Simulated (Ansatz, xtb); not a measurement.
Ranking isomers of BFGaHO

3 gas-phase structures of BFGaHO, found in a search over its isomers (lower ones may exist). Each was relaxed with GFN2-xTB:

A. a singlet given by its coordinates
B. `O=[B][GaH][F]`, a singlet
C. `FB[O][Ga]`, a singlet

A (Å):

```json
{"atom": "B", "x (Å)": "0.0015", "y (Å)": "2.4669", "z (Å)": "0.3312"}
{"atom": "F", "x (Å)": "0.3699", "y (Å)": "2.5127", "z (Å)": "1.6943"}
{"atom": "Ga", "x (Å)": "2.0798", "y (Å)": "0.8321", "z (Å)": "0.7337"}
{"atom": "O", "x (Å)": "0.7308", "y (Å)": "1.6716", "z (Å)": "-0.3774"}
{"atom": "H", "x (Å)": "-0.9033", "y (Å)": "3.1460", "z (Å)": "0.0307"}
```

Close contacts (Å): B1–F2 1.41, B1–Ga3 2.67, B1–O4 1.29, Ga3–O4 1.94, B1–H5 1.17.

Task: Which do you expect lowest at r2SCAN-D4/def2-SVP//GFN2-xTB, and how would the others follow?

Result: Calculated order at r2SCAN-D4/def2-SVP//GFN2-xTB: C (0.0), A (3.6), B (40.3) kcal/mol.

Energies above the lowest of each column, in kcal/mol; the last columns are at r2SCAN-D4/def2-SVP geometries (a dash: not run or not comparable):

```
structure  GFN2-xTB  HF/STO-3G  r2SCAN-D4/def2-SVP//GFN2-xTB  r2SCAN-D4/def2-SVP  CCSD(T)/def2-TZVPP
        C       0.0        0.0                           0.0                 0.0                 0.0
        A       2.7       15.8                           3.6        relaxes to C                   –
        B      57.5       35.1                          40.3                40.3                37.2
```

Every level run on C puts it lowest or level with the lowest. Some further structures that were screened fall inside this span and aren't listed. Flexible structures stand in one conformer each, not always the lowest. Frequencies (r2SCAN-D4/def2-SVP) were run for B, C alone.

Programs: Ansatz 0.2.0, xtb 6.7.1.
